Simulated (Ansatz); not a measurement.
Geometry optimisation, Ansatz 0.2.0, UKS r2SCANh-D4/STO-3G.

Input file:

```yaml
crystal:
  periodic: [false, false, false]
  atoms:
    - { symbol: O, position_ang: [-0.4546, 1.6643, 1.0949] }
    - { symbol: Si, position_ang: [-1.7731, 0.758, 0.5742] }
    - { symbol: O, position_ang: [-1.2635, -0.7913, 0.4255] }
    - { symbol: Si, position_ang: [-0.0506, -1.6615, -0.4382] }
    - { symbol: Si, position_ang: [1.7968, -0.3973, -0.9146] }
    - { symbol: O, position_ang: [2.0995, 0.6879, 0.3476] }
    - { symbol: H, position_ang: [-0.6339, 2.1567, 1.9363] }
    - { symbol: H, position_ang: [-2.7998, 0.8678, 1.5836] }
    - { symbol: H, position_ang: [-2.2279, 1.2669, -0.6974] }
    - { symbol: H, position_ang: [-0.7523, -2.1216, -1.6803] }
    - { symbol: H, position_ang: [0.2343, -2.875, 0.3781] }
    - { symbol: H, position_ang: [1.5716, 0.4251, -2.1024] }
    - { symbol: H, position_ang: [2.9301, -1.2329, -1.1287] }
    - { symbol: H, position_ang: [1.3104, 1.2238, 0.6504] }
magnetization:
  spin_polarized: true
basis:
  gaussian: { orbitals: STO-3G }
hamiltonian:
  xc: r2scanh
  dispersion: d4
relax:
  f_tol: 0.02
  max_steps: 40
```

Command:

```bash
$ ansatz run input.yaml --threads 1 --pin off --max-ram 2048MiB --backend cpu --events-out ev --progress --plain --runs-dir out
```

Question: Where does it end, and by what steps?

Answer: It converged. Limits of this set-up: minimal basis. After 12 steps the energy has fallen by 0.782 eV; H7 moved furthest, 0.59 Å.

| step | energy less start (eV) | largest force component (eV/Å) | accepted |
| --- | --- | --- | --- |
| 0 | 0.0000 | 2.078 | yes |
| 1 | -0.5035 | 0.833 | yes |
| 2 | -0.6139 | 0.682 | yes |
| 3 | -0.6778 | 0.871 | yes |
| 4 | -0.7207 | 1.034 | yes |
| 5 | -0.7154 | 0.621 | no |
| 6 | -0.7686 | 0.111 | yes |
| 7 | -0.7767 | 0.213 | yes |
| 8 | -0.7791 | 0.089 | yes |
| 9 | -0.7809 | 0.064 | yes |
| 10 | -0.7816 | 0.020 | yes |
| 11 | -0.7816 | 0.033 | no |
| 12 | -0.7817 | 0.008 | yes |

```xyz
14
Properties=species:S:1:pos:R:3
O -0.347 1.718 0.975
Si -1.663 0.687 0.523
O -1.244 -0.917 0.752
Si -0.135 -1.596 -0.379
Si 1.678 -0.273 -0.826
O 2.002 0.889 0.368
H -0.303 1.674 1.984
H -2.794 0.963 1.381
H -1.916 1.063 -0.853
H -0.878 -1.892 -1.593
H 0.218 -2.869 0.210
H 1.440 0.318 -2.135
H 2.857 -1.099 -0.956
H 1.070 1.304 0.578
```

Time of the run: 2.7 min on 1 thread of Arm Neoverse V1, on a shared host, peak memory 0.28 GiB.
